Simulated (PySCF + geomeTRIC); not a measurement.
Species: [Hf(OH)4] (charge 0, multiplicity 1).

**Question.** Give a relaxed geometry from PySCF + geomeTRIC with BP86-D3(BJ)/def2-SVP.

**Answer.** This is not unique; one that fits is the end point of this relaxation, one of several conformers.
Cartesian coordinates (Å) in one orientation:
```xyz
9

Hf     0.193     0.098     0.208
O      1.772    -0.739     0.967
H      2.548    -1.176     1.336
O      0.478     2.016     0.084
H      0.628     2.966     0.023
O     -0.132    -0.628    -1.564
H     -0.292    -0.988    -2.444
O     -1.342    -0.254     1.345
H     -2.102    -0.448     1.905
```
